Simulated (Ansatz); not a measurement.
(F)2Al-S-SiH3 (AlSiH₃SF₂). The state is a triplet with charge 0. Geometry r2SCAN-D4/def2-SVP, that of the neutral singlet; atoms count from 1.

| atom | x (Å) | y (Å) | z (Å) |
| --- | --- | --- | --- |
| Al1 | 0.210 | -1.325 | 1.228 |
| F2 | 1.673 | -0.553 | 1.135 |
| F3 | 0.032 | -2.601 | 2.261 |
| S4 | -1.393 | -0.612 | -0.017 |
| Si5 | -0.294 | 0.997 | -0.978 |
| H6 | 0.166 | 2.001 | 0.022 |
| H7 | -1.267 | 1.623 | -1.913 |
| H8 | 0.873 | 0.470 | -1.737 |

At PBE0-D4/def2-TZVP a singlet of charge 0 lies 5.36 eV below the triplet at the same geometry.

Estimate the Mulliken populations from the PBE0/def2-TZVP orbitals of Ansatz.


```csv
atom,charge (e),spin (α − β)
Al1,0.31,0.81
F2,-0.33,-0.01
F3,-0.32,-0.01
S4,0.20,0.91
Si5,-0.01,0.21
H6,0.06,0.05
H7,0.02,-0.01
H8,0.06,0.05
```
Mulliken values and Mayer orders depend strongly on the basis.

Where does the spin sit?

Summed by element: Al 0.81, F -0.01, S 0.91, Si 0.21, H 0.08, of 2 unpaired in all. Largest on single atoms: S4 0.91, Al1 0.81, Si5 0.21.

And the Mayer bond orders between bonded heavy atoms (over 0.3)?

Al1–F2 1.02 (1.66 Å); Al1–F3 1.06 (1.65 Å); Al1–S4 0.65 (2.15 Å); S4–Si5 0.93 (2.17 Å). Values over 0.3 also appear between atoms too far apart for a bond (Al1–Si5 0.33 at 3.24 Å); they arise where an orbital or an unpaired electron spreads over both atoms.
